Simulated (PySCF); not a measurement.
Question: Give a PBE0-D3(BJ)/def2-SVP geometry of InChI=1S/C12H10/c1-3-9-4-2-6-11-8-7-10(5-1)12(9)11/h1-6H,7-8H2.

Answer: 
```
atom  x, y, z in Å
C1    -2.016   -1.586   -0.734
C2    -0.715   -2.156   -0.701
C3     0.370   -1.319   -0.560
C4     0.145    0.069   -0.453
C5     1.344    0.797   -0.310
C6     1.275    2.167   -0.198
C7     0.000    2.793   -0.229
C8    -1.174    2.077   -0.367
C9    -1.135    0.663   -0.485
C10   -2.233   -0.225   -0.631
C11    2.502   -0.172   -0.309
C12    1.857   -1.575   -0.495
H13   -2.875   -2.253   -0.845
H14   -0.596   -3.239   -0.787
H15    2.174    2.778   -0.086
H16   -0.050    3.881   -0.140
H17   -2.136    2.597   -0.385
H18   -3.251    0.172   -0.662
H19    3.219    0.059   -1.114
H20    3.068   -0.108    0.634
H21    2.212   -2.066   -1.416
H22    2.110   -2.255    0.334
```

Any rigid rotation of these coordinates is as good. Atoms count from 1 in this order. The 6-membered ring C1–C2–C3–C4–C9–C10 has internal angles of 116.2° to 123.8° (sum 720°, against 720° for a flat polygon); it is planar, 0.00 Å rms from its mean plane, widest ring torsion 0°. The 6-membered ring C4–C5–C6–C7–C8–C9 has internal angles of 116.2° to 123.8° (sum 720°, against 720° for a flat polygon); it is planar, 0.00 Å rms from its mean plane, widest ring torsion 0°. The 5-membered ring C3–C4–C5–C11–C12 has internal angles of 105.1° to 112.4°; it is planar, 0.01 Å rms from its mean plane, widest ring torsion 1°. The 14 C–C bonds span 1.377 Å (C5–C6, aromatic) to 1.555 Å (C11–C12, drawn single), a spread of 0.178 Å.

Bonds between heavy atoms (Å): C1–C2 1.420, C2–C3 1.377, C3–C4 1.410, C4–C5 1.410, C5–C6 1.377, C6–C7 1.421, C7–C8 1.382, C8–C9 1.420, C9–C10 1.420, C5–C11 1.510, C11–C12 1.555, C1–C10 1.382, C3–C12 1.510, C4–C9 1.411.

Computed with PBE0-D3(BJ)/def2-SVP geometry optimisation, gas phase in PySCF.

No frequency check.

Time: 3.5 min of wall time; peak memory 0.92 GiB. Hardware: one thread, Arm Neoverse V1 (aarch64), shared host with 32 logical CPUs at a one-minute load of 21. These figures are those of the optimisation.
